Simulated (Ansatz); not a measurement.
A structure drawn as `O=CCC(=O)C(F)(F)F`, with this starting geometry:

Cartesian coordinates in Å:
```
O 0.489 1.820 0.793
C 1.227 1.182 0.146
C 1.009 -0.238 -0.207
C -0.155 -0.914 0.358
O -0.116 -1.839 1.119
C -1.545 -0.258 -0.053
F -2.135 0.417 0.934
F -2.396 -1.221 -0.481
F -1.414 0.593 -1.137
H 2.143 1.641 -0.261
H 0.983 -0.347 -1.332
H 1.912 -0.837 0.120
```

Charge 0, multiplicity 1.

Task: Relax it with Ansatz at PBE-D4/def2-SVP and then PBE0-D4/def2-TZVP. Is the drawn bonding still there?

Result: Yes, every drawn bond is still there and no new one forms.

Task: Give the relaxed structure. (An estimate is asked.)

Result: Ansatz gave: 
Z-matrix (Å, degrees):
```
C
C 1 1.514
C 1 1.504 2 112.2
H 1 1.094 2 107.7 3 -119.7
H 1 1.095 2 108.2 3 124.2
O 2 1.195 1 124.5 3 2.6
H 2 1.109 1 113.9 3 -178.0
O 3 1.193 1 124.3 2 -90.2
C 3 1.547 1 115.5 2 90.9
F 9 1.317 3 112.2 1 -167.5
F 9 1.343 3 108.4 1 72.5
F 9 1.335 3 111.0 1 -45.3
```
All modes are real.

Atoms count as bonded under 1.1 times the sum of their covalent radii (H–H under 0.85 Å, pairs among N, O and F under 1.55 Å), and a drawn bond as lost past 1.3 times.
